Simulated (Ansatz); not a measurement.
H4B2N, SMILES `B[B-]N` (lower singlet) (charge -1, multiplicity 1). This singlet lies 1.03 eV below the relaxed triplet at the level frozen-core CCSD(T)/aug-cc-pVTZ // PBE0-D3(BJ)/def2-TZVPD (Ansatz, a first-principles code).

The numbers are results of Ansatz with r2SCAN/aug-cc-pVTZ // PBE0-D3(BJ)/def2-TZVPD, not measurements.

Ansatz 0.2 input:
```yaml
crystal:
  periodic: [false, false, false]
  atoms:
    - { symbol: B, position_ang: [1.433326, -0.237037, 0.069413] }
    - { symbol: B, position_ang: [-0.077831, 0.01247, -0.003859] }
    - { symbol: N, position_ang: [-1.456866, 0.240833, -0.070449] }
    - { symbol: H, position_ang: [2.204264, 0.288615, -0.71392] }
    - { symbol: H, position_ang: [1.917898, -0.970064, 0.913286] }
    - { symbol: H, position_ang: [-1.927408, 0.984951, 0.422499] }
    - { symbol: H, position_ang: [-2.093385, -0.319767, -0.61697] }
basis:
  gaussian: { orbitals: aug-cc-pVTZ }
hamiltonian:
  xc: r2scan
total_charge: -1
```

Output:

```
Functional definition: r2SCAN
931 factors; their error is unknown
mean field evaluation 1: about -2898.3686 eV, gradient 4.9e1 eV
mean field evaluation 2: about -2816.1272 eV, gradient 1.0e2 eV
mean field evaluation 4: about -2905.8521 eV, gradient 1.2e1 eV
mean field evaluation 8: about -2906.4338 eV, gradient 3.2e-1 eV
mean field evaluation 16: about -2906.4135 eV, gradient 8.5e-5 eV
mean field -2906.41348249 eV, -106.8087254436 hartree, gradient 8.5e-5 eV, S^2 0.000000; 1 other end points of the search recorded, 0 dependent functions left out
reference -2906.41350581 eV, -106.8087263007 hartree; 11, 11 occupied and 219, 219 virtual orbitals, 931 factors
Total energy: -2906.41350581 eV, -106.8087263007 hartree
```
